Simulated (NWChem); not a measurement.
System: C2H8OSi3; SMILES C1[SiH2]O[SiH2]C=1[SiH3]

NWChem printed, in part:

```
             Northwest Computational Chemistry Package (NWChem) 7.3.0
             --------------------------------------------------------

 CS  symmetry detected

                             Geometry "geometry" -> ""
                             -------------------------

 Output coordinates in angstroms (scale by  1.889725989 to convert to a.u.)

  No.       Tag          Charge          X              Y              Z
 ---- ---------------- ---------- -------------- -------------- --------------
    1 Si                  14.0000    -0.23553524    -2.62016367     0.00000000
    2 C                    6.0000    -0.14926361    -0.74532310     0.00000000
    3 C                    6.0000    -1.26082849     0.03310506     0.00000000
    4 Si                  14.0000    -0.91806763     1.88886398     0.00000000
    5 O                    8.0000     0.75700608     1.84280136     0.00000000
    6 Si                  14.0000     1.42325107     0.30390956     0.00000000
    7 H                    1.0000     0.45536094    -3.17248774    -1.20647400
    8 H                    1.0000    -1.66347785    -3.06124491     0.00000000
    9 H                    1.0000     0.45536094    -3.17248774     1.20647400
   10 H                    1.0000    -2.26585308    -0.41405874     0.00000000
   11 H                    1.0000    -1.44030910     2.58372468     1.21283100
   12 H                    1.0000    -1.44030910     2.58372468    -1.21283100
   13 H                    1.0000     2.26432821     0.08359451    -1.21270900
   14 H                    1.0000     2.26432821     0.08359451     1.21270900

 Effective nuclear repulsion energy (a.u.)     423.7288313528

      Symmetry information
      --------------------

 Group name             Cs
 Group number              2
 Group order               2
 No. of unique centers    11

                                Z-matrix (autoz)
                                --------

 Units are Angstrom for bonds and degrees for angles

[...]

      ----------------------
      Optimization converged
      ----------------------

  Step       Energy      Delta E   Gmax     Grms     Xrms     Xmax
  ---- ---------------- -------- -------- -------- -------- --------
@    6   -1019.35778461 -5.2D-08  0.00003  0.00001  0.00033  0.00126
                                     ok       ok       ok       ok

                                Z-matrix (autoz)
                                --------

 Units are Angstrom for bonds and degrees for angles

[...]

 Rotational Constants
 --------------------
 A=   0.113855 cm-1  (  0.163808 K)
 B=   0.040456 cm-1  (  0.058207 K)
 C=   0.030823 cm-1  (  0.044346 K)

 Temperature                      =   298.15K
 frequency scaling parameter      =   1.0000

 Zero-Point correction to Energy  =   54.241 kcal/mol  (  0.086438 au)
 Thermal correction to Energy     =   59.485 kcal/mol  (  0.094796 au)
 Thermal correction to Enthalpy   =   60.078 kcal/mol  (  0.095740 au)

 Total Entropy                    =   89.212 cal/mol-K
   - Translational                =   40.527 cal/mol-K (mol. weight = 131.9883)
   - Rotational                   =   28.808 cal/mol-K (symmetry #  =        1)
   - Vibrational                  =   19.877 cal/mol-K

 Cv (constant volume heat capacity) =   31.825 cal/mol-K
   - Translational                  =    2.979 cal/mol-K
   - Rotational                     =    2.979 cal/mol-K
   - Vibrational                    =   25.866 cal/mol-K

[normal modes left out]

 ----------------------------------------------------------------------------
 Normal Eigenvalue ||           Projected Infra Red Intensities
  Mode   [cm**-1]  || [atomic units] [(debye/angs)**2] [(KM/mol)] [arbitrary]
 ------ ---------- || -------------- ----------------- ---------- -----------
    1        0.000 ||    0.000136           0.003         0.132       0.020
    2        0.000 ||    0.000038           0.001         0.037       0.006
    3        0.000 ||    0.000035           0.001         0.034       0.005
    4        0.000 ||    0.000007           0.000         0.007       0.001
    5        0.000 ||    0.000272           0.006         0.265       0.041
    6        0.000 ||    0.000072           0.002         0.070       0.011
    7       86.855 ||    0.000014           0.000         0.014       0.002
    8      127.449 ||    0.001507           0.035         1.469       0.225
    9      171.581 ||    0.001141           0.026         1.112       0.171
   10      180.830 ||    0.002362           0.054         2.303       0.353
   11      314.273 ||    0.000036           0.001         0.035       0.005
   12      329.194 ||    0.003389           0.078         3.304       0.506
   13      440.542 ||    0.014802           0.341        14.429       2.212
   14      503.766 ||    0.004184           0.097         4.079       0.625
   15      535.109 ||    0.005665           0.131         5.523       0.847
   16      606.178 ||    0.014793           0.341        14.421       2.210
   17      620.512 ||    0.028878           0.666        28.152       4.315
   18      664.293 ||    0.004310           0.099         4.202       0.644
   19      686.861 ||    0.004586           0.106         4.470       0.685
   20      690.866 ||    0.002632           0.061         2.565       0.393
   21      700.498 ||    0.197067           4.547       192.111      29.446
   22      709.630 ||    0.020496           0.473        19.981       3.063
   23      769.404 ||    0.004820           0.111         4.699       0.720
   24      884.101 ||    0.542169          12.508       528.533      81.013
   25      918.403 ||    0.213481           4.925       208.112      31.899
   26      922.994 ||    0.052903           1.221        51.572       7.905
   27      928.638 ||    0.000286           0.007         0.279       0.043
   28      936.284 ||    0.069508           1.604        67.760      10.386
   29      950.065 ||    0.010570           0.244        10.305       1.579
   30      966.944 ||    0.542106          12.507       528.472      81.003
   31      989.703 ||    0.013405           0.309        13.068       2.003
   32     1012.534 ||    0.006633           0.153         6.466       0.991
   33     1287.299 ||    0.010312           0.238        10.053       1.541
   34     1548.624 ||    0.004484           0.103         4.371       0.670
   35     2174.627 ||    0.103541           2.389       100.937      15.471
   36     2178.176 ||    0.076732           1.770        74.802      11.466
   37     2190.698 ||    0.047536           1.097        46.341       7.103
   38     2193.583 ||    0.384133           8.862       374.472      57.398
   39     2193.980 ||    0.020138           0.465        19.632       3.009
   40     2198.450 ||    0.362550           8.364       353.432      54.173
   41     2204.362 ||    0.029870           0.689        29.119       4.463
   42     3142.809 ||    0.009205           0.212         8.974       1.375
 ----------------------------------------------------------------------------
```

Level: B3LYP/3-21G. 

**Question.** Which NWChem input produces such a log?

**Answer.** This is not unique; one that fits is the input that was run:
```
start job
memory heap 200 mb stack 900 mb global 1100 mb
geometry units angstroms
  Si    -0.242329    -2.598300     0.000000
  C     -0.141295    -0.724197     0.000000
  C     -1.246695     0.062961     0.000000
  Si    -0.889330     1.915963     0.000000
  O      0.785329     1.856710     0.000000
  Si     1.439434     0.312619     0.000000
  H      0.444196    -3.156048    -1.206474
  H     -1.673701    -3.028122     0.000000
  H      0.444196    -3.156048     1.206474
  H     -2.255210    -0.376274     0.000000
  H     -1.406083     2.614915     1.212831
  H     -1.406083     2.614915    -1.212831
  H      2.278750     0.085687    -1.212709
  H      2.278750     0.085687     1.212709
end
basis spherical
  Si library 3-21g
  C library 3-21g
  O library 3-21g
  H library 3-21g
end
dft
  xc b3lyp
  iterations 150
end
driver
  maxiter 120
end
task dft optimize
task dft freq
```
